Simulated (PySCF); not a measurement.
CH₄AlClO. Atoms are numbered in the order given.

```xyz
8

Al    -0.9093    -0.1785     0.0000
H     -2.4542    -0.4924     0.0000
Cl     0.5570    -1.7060     0.0000
O     -0.4153     1.4512     0.0000
C      0.7905     2.1722     0.0000
H      0.8480     2.8289    -0.8966
H      1.6898     1.5145     0.0000
H      0.8480     2.8289     0.8966
```

The structure is a stationary point at PBE-D3(BJ)/def2-SVP. Other conformers were not sampled.

Computed with PySCF with M06-2X/def2-TZVP.

ESP charges are fitted to the potential on shells at 1.4 to 2.0 van der Waals radii. Atomic charges (e):

```tsv
atom	Löwdin	ESP fit	IAO
Al1	-0.17	0.85	1.03
H2	-0.10	-0.22	-0.20
Cl3	0.26	-0.31	-0.38
O4	0.05	-0.46	-0.68
C5	-0.36	-0.10	-0.17
H6	0.11	0.09	0.13
H7	0.11	0.06	0.12
H8	0.11	0.09	0.13
```
